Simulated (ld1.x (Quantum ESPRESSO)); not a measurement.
## Ranking PAW potentials for aluminium (Al)

All share these settings but for the change named:

| Item | Value |
| --- | --- |
| Element | Al |
| Generator | ld1.x (Quantum ESPRESSO) 7.5 |
| Type | PAW |
| Functional | LDA (PZ) |
| Relativity | scalar-relativistic |
| Frozen core | [Ne] |
| Valence charge | 3 |
| Reference configuration | 3s1.5 3p1.5 |
| Partial waves | 3s (bound): rcut 1.40, rcutus 1.85 bohr; 3s channel at 0.1 Ry: rcut 1.40, rcutus 1.85 bohr; 3p (bound): rcut 1.55, rcutus 1.80 bohr; 3p channel at 4.7 Ry: rcut 1.55, rcutus 1.80 bohr |
| Local potential | all-electron potential smoothed inside 1.80 bohr (lloc = -2) |
| Core correction | Bessel-smoothed model core inside 1.25 bohr |
| Augmentation charge | PSQ, inside the norm-conserving radii |

Test errors are all-electron minus pseudo excitation energies from the reference, over 3s2 3p1; 3s2 3p0; 3s1 3p0; 3s1 3p2; 3s0 3p3; 3s1 3p1; 3s2 3p1.3. None of these files shows a bound ghost.

The base gives 21.0 meV.

Of 9 variants that were run, those that failed, showed a ghost or another fault, or gave nearly equal values are left out.

A variant can come out equal or close to the base, since the largest error may sit in a test that the change hardly touches while other tests move.

(1) Rank these variants by their largest absolute test error, smallest first.
A. type RRKJ; waves now 3p (bound): rc 1.80 bohr; 3s (bound): rc 1.85 bohr; local potential the s channel; rho0 0.01
B. functional PBE
C. wave 3p channel at 4.7 Ry: rcut 1.55, rcutus 1.80 bohr becomes 3p channel at 0.05 Ry: rcut 1.55, rcutus 1.80 bohr

Answers

(1) A (9.8 meV), B (14.9 meV), C (21.0 meV).
